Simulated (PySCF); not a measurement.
# Computed records: AlBGeH₃O

Computed with PySCF 2.14.0. Calculation on a computer-drawn molecule: the log of a Hartree-Fock and frozen-core CCSD(T) single point meant for a local Hartree-Fock minimum, with one planted fault or none, to be diagnosed. Offsets are logged minus clean, where the clean run is the same molecule without the fault. The reference is restricted for singlets and unrestricted otherwise, and also for a bond in bohr or an excited solution. Adding or removing an electron swaps singlet and doublet. The excited solution moves the top pair (singlet) or top alpha electron (doublet) to the lowest empty orbital. Highest occupied and lowest empty are orbital energies over both spins, largest force is the largest gradient component, triples share is (T) over the correlation energy, the T1 limit is 0.02 restricted and 0.045 unrestricted, electrons count all cores, a negative frequency is imaginary (commonest isotopes), and the dipole is about the centre of nuclear charge; on germanium a core potential holds 10 electrons, which the energies leave out, and 3d is frozen in MP2 and coupled-cluster steps.

```xyz
7
formula=AlBGeH3O meant_charge=1 meant_multiplicity=1 meant_basis=cc-pV(D+d)Z meant_basis_and_core_potential_on_germanium=cc-pVDZ-PP_ECP10MDF logged_electrons=59 logged_basis_functions=89 logged_SCF_converged=yes logged_spin_squared=0.7557 logged_highest_occupied=-22.304 logged_lowest_empty=-10.195 logged_largest_force=0.081801 logged_T1_diagnostic=0.018657 logged_D1_diagnostic=0.041916 logged_triples_share=0.024097 logged_CC_converged=yes logged_dipole_magnitude=4.4055 logged_SCF_stable_within_its_kind=yes logged_energy_HF=-635.80375 logged_energy_CCSD(T)=-636.17427 possible_faults=no_fault,one_electron_removed,one_electron_added,multiplicity_raised_by_two,geometry_at_a_saddle_point,SCF_held_on_an_excited_solution,minimal_basis_STO-3G,one_bond_length_entered_in_bohr,all_coordinates_scaled
B     -1.8145     0.1887     0.7968
Ge    -0.2368     0.1874     2.2090
Al     1.8743     0.4012     0.8702
O      2.9463     0.5408    -0.2611
H     -2.6960     0.1893     0.0066
H     -0.6039     1.3894     3.0659
H     -0.4544    -1.1520     2.8963
```

Units: logged_highest_occupied, logged_lowest_empty in eV; logged_largest_force in hartree/bohr; logged_dipole_magnitude in debye; logged_energy_HF, logged_energy_CCSD(T) in hartree.

Drawn bonds:
| atom | other atom | order |
| --- | --- | --- |
| 1 | 2 | 1 |
| 2 | 3 | 1 |
| 3 | 4 | 2 |
| 1 | 5 | 1 |
| 2 | 6 | 1 |
| 2 | 7 | 1 |

Q: Which fault was planted in the run of AlBGeH₃O?
A: one electron removed

Further results for AlBGeH₃O:

```
HF energy offset from clean run      : 258.9 kcal/mol
CCSD(T) energy offset from clean run : 311.2 kcal/mol
```
